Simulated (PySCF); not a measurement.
## A small calculation by hand: entropy of an ideal gas

ZnCl, SMILES [Cl][Zn+], charge +1.

Geometry: B3LYP-D3(BJ)/def2-TZVP. The spin state was assumed, not searched.

B3LYP-D3(BJ)/def2-TZVP in PySCF gives the harmonic wavenumbers 440 cm⁻¹ and the rotational temperature 0.2455 K. The molar mass is 100.83 g/mol, the symmetry number 1, the spin multiplicity 1.

### Question
Work out the entropy at 298.15 K and 1 atm in the rigid-rotor, harmonic-oscillator model.

### Answer

Translation (Sackur–Tetrode at 1 atm): S = R[1.5 ln M + 2.5 ln T − 1.16487] = 166.3 J/(mol K).
Rotation: q = T/(σ θ) = 1210, S = R[ln q + 1] = 67.4 J/(mol K).
Vibration: with u = 1.4388 ν/T, each mode gives R[u/(e^u − 1) − ln(1 − e^−u)]:
```json
[
 {"ν (cm⁻¹)": "440", "modes": "1", "u": "2.12", "S (J/(mol K))": "3.46"}
]
```
These are all the modes. Sum 3.5 J/(mol K).
Spin: R ln 1 = 0.0 J/(mol K).
Total 237.1 J/(mol K); the program's own thermochemistry gives 237.1. Translation makes up 70 % and vibration 1 %. Anharmonicity, hindered rotation and orbital degeneracy are left out.
